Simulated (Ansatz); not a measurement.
`OP(O)[SeH]` + `O[SiH2][SiH3]` → `O[SiH]([SiH3])[SeH]` + `OPO`  (formal exchange of groups at the Se–P bond)

Program: Ansatz. Geometries: PBE0-D4/def2-TZVP. ΔE: electronic, gas phase. CCSD(T)/CBS is the MP2 limit (def2-TZVPP, def2-QZVPP) plus CCSD(T) − MP2 in def2-TZVPP, frozen cores. DFT in def2-TZVPP. For Se outer-core shells are correlated without core-valence functions, which leaves a few kJ/mol of doubt a bond. Scalar relativity is left out up to krypton. One conformer a species, not always the lowest.

| level | ΔE (kJ/mol) |
| --- | --- |
| PBE0 | -44.3 |
| CCSD/def2-TZVPP | -53.0 |
| SCS-MP2/def2-QZVPP | -50.9 |
| HF/CBS(def2) | -52.1 |

(1) What does CCSD(T)/CBS give? (Estimate.)

Largest T1 diagnostic among the species: 0.013.

## Answers

(1) Ansatz gave: -49.9 kJ/mol. The listed levels differ from it by 5.6, -3.1, -1.0, -2.2 kJ/mol.

From PBE to PBE0 (25 % exact exchange), in def2-TZVPP and without D4, ΔE moves by −6.6 kJ/mol.
